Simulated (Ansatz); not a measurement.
## Relative stability

The two ends of one reaction step of Si$_{2}$H$_{7}$OF, closed shell (PBE0-D4/def2-TZVP).

A:

```
atom    x (Å)    y (Å)    z (Å)
 Si1  -0.9222   0.6319  -1.1144
  H2   0.1364   1.6810  -1.2936
  O3  -0.2687  -0.7126  -0.4849
 Si4   0.3460  -1.4783   0.8333
  H5  -1.4722   0.3300  -2.4555
  H6  -1.9711   1.1962  -0.2297
  H7   1.1510   1.8575   0.1216
  F8   1.4391   1.6603   0.9808
  H9  -0.1889  -0.8699   2.0764
 H10   1.8251  -1.3966   0.8119
 H11  -0.0745  -2.8994   0.7540
```

B:

| atom | x (Å) | y (Å) | z (Å) |
| --- | --- | --- | --- |
| Si1 | -1.4947 | 0.7328 | -0.1942 |
| H2 | 2.4323 | 1.4216 | -1.4891 |
| O3 | -0.5293 | -0.5599 | -0.1235 |
| Si4 | 0.5140 | -1.5055 | 0.7185 |
| H5 | -2.1687 | 0.7518 | -1.5073 |
| H6 | -2.4378 | 0.7409 | 0.9461 |
| H7 | 1.8382 | 1.7350 | -1.1633 |
| F8 | -0.6165 | 2.0602 | -0.0815 |
| H9 | 0.0681 | -1.6112 | 2.1320 |
| H10 | 1.8739 | -0.9165 | 0.6690 |
| H11 | 0.5205 | -2.8492 | 0.0933 |

Program: Ansatz 0.2.0. Basis: def2-TZVPP. Cores are frozen in the correlated methods. B3LYP uses VWN-RPA correlation.

Problem. Which structure is lower at CCSD(T), and by how much? (To be estimated.)

Solution. By the calculation: B, by 125.8 kJ/mol (electronic energy, against the other). By their contacts, A is a complex of Si₂H₆O ([SiH3][O][SiH3]) + HF and B is a complex of Si₂H₅OF ([F][SiH2][O][SiH3]) + H₂.

All methods give the same order:

| method | E(B) − E(A) (kJ/mol) |
| --- | --- |
| SPW92 | -108.4 |
| PBE-D4 | -116.0 |
| BLYP-D4 | -126.1 |
| r2SCAN-D4 | -129.2 |
| B97M-V | -128.2 |
| PBE0-D4 | -117.6 |
| B3LYP-D4 | -126.6 |
| r2SCAN0-D4 | -127.5 |
| BHLYP-D4 | -129.7 |
| CAM-B3LYP-D4 | -128.4 |
| wB97X-V | -125.5 |
| wB97M-V | -126.7 |
| B2PLYP | -130.0 |
| PBE-QIDH | -124.1 |
| RPA on PBE | -125.8 |
| HF | -136.9 |
| MP2 | -130.3 |
| CCSD | -126.2 |
| CCSD(T) | -125.8 |

No T1 diagnostic of these runs exceeds 0.012.

Labels in which every atom is bracketed show which atoms are joined, not bond orders.

For scale, one of the runs: CCSD(T)/def2-TZVPP, 244 basis functions, launched by `ansatz run in.yaml --threads 4 --pin off --events-out ev --progress --plain --max-ram 9574MiB`. Hardware: 4 CPU threads of an Arm Neoverse V1, shared host. Wall time 110 s; peak host memory 4.7 GiB.
